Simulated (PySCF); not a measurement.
CH₆InN, SMILES [CH3][InH][NH2]. Atoms are numbered in the order given.

```xyz
9

In     0.2908     0.0295     0.0000
H      1.9855     0.3840     0.0000
C     -0.7627    -1.8732     0.0000
H     -0.4885    -2.4563     0.8919
H     -1.8490    -1.7041     0.0000
H     -0.4885    -2.4563    -0.8919
N     -0.9055     1.6772     0.0000
H     -1.9207     1.6503     0.0000
H     -0.5707     2.6358     0.0000
```

Geometry optimised at B3LYP-D3(BJ)/def2-SVP. The def2 effective core potentials stand for the cores of In; spin–orbit coupling is left out. One conformer was computed; it need not be the lowest.

Calculation: B3LYP-D3(BJ)/def2-SVP in PySCF.

Frequencies are harmonic and unscaled.

```
mode  ν (cm⁻¹)  IR (km/mol)  moving atoms (share of kinetic energy)
----  --------  -----------  --------------------------------------
1           48          0.0                                  H 95 %
2          121          2.8         N 31 %, H 28 %, C 27 %, In 13 %
3          161        197.3                          H 77 %, N 21 %
4          316          1.6                                  H 97 %
5          438         83.2                                  H 91 %
6          468          7.1                                  H 99 %
7          494          5.4                  C 67 %, H 24 %, In 8 %
8          598         52.3                 N 72 %, H 16 %, In 11 %
9          664         84.0                          H 83 %, N 16 %
10         702         24.0                          H 84 %, C 15 %
11         735         60.1                          H 82 %, C 15 %
12        1185          1.0                          H 83 %, C 17 %
13        1435          1.1                                  H 95 %
14        1436          1.4                                  H 95 %
15        1508          7.0                          H 90 %, N 10 %
16        1772        219.7                                  H 99 %
17        3040         10.8                                  H 98 %
18        3139          5.8                           H 91 %, C 9 %
19        3150          6.4                          H 90 %, C 10 %
20        3559          8.7                                  H 96 %
21        3665         13.1                           H 91 %, N 9 %
```
